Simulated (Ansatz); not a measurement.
System: C₄H₇B (charge 0, singlet). 
Coordinates optimised at B3LYP-D3(BJ)/def2-TZVP (Ansatz, a first-principles code):
```xyz
12

C      2.1383    -0.9330     0.0504
C      1.0313    -0.4500     0.0243
B     -0.3651     0.1593    -0.0086
C     -0.5286     1.7107     0.1406
C     -1.6070    -0.7789    -0.1910
H      3.1128    -1.3581     0.0734
H      0.2631     2.1906     0.7170
H     -1.5036     2.0041     0.5356
H     -0.4691     2.1309    -0.8740
H     -1.3980    -1.6954    -0.7438
H     -1.9147    -1.0909     0.8178
H     -2.4687    -0.2710    -0.6292
```
Charge 0, spin multiplicity 1.

Parts of the frozen-core correlation energy in 6-31G* (Ansatz, hartree). Frozen orbitals: 5; correlated occupied orbitals by spin: 13 and 13; virtual: 71 and 71. Spin-orbit coupling is left out. Non-relativistic.

```
term                            value
-------------------------  ----------
reference (HF)             -180.18963
MP2 opposite-spin            -0.44180
MP2 same-spin                -0.13917
CCSD correlation             -0.62903
(T)                          -0.02287
T1 diagnostic                   0.012
largest doubles amplitude       0.078
```
